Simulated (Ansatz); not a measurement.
Mulliken charges of CH₆OSiZn, SMILES `[SiH3]C[O][ZnH]` from PBE/def2-TZVPP in Ansatz (PBE0-D4/def2-TZVP geometry).

```
atom   x (Å)   y (Å)   z (Å)  charge (e)
 Si1  -1.141   0.571  -0.100       0.169
  C2  -0.217  -0.855   0.718      -0.011
  O3   0.925  -1.163  -0.040      -0.382
 Zn4   2.116  -0.018  -0.717       0.293
  H5  -1.667   0.164  -1.430      -0.049
  H6  -2.245   1.164   0.706      -0.063
  H7  -0.096   1.621  -0.339      -0.062
  H8   0.034  -0.594   1.758       0.082
  H9  -0.859  -1.744   0.777       0.082
 H10   3.232   0.803  -1.328      -0.059
```

By hand: the dipole of these point charges (1 e Å = 4.8032 D).

Σ q r = (0.047, 0.124, 0.113) e Å, of length 0.174 e Å = 0.84 D.

How does the dipole of the full density compare? (An estimate is asked.)

The calculation gave: (0.013, 0.082, 0.101) e Å, 0.63 D; the point charges give 1.33 times that, at 13° from its direction.

Point charges leave out the atoms' own dipoles, such as those of lone pairs, and Mulliken's split depends on the basis, so the two needn't agree.
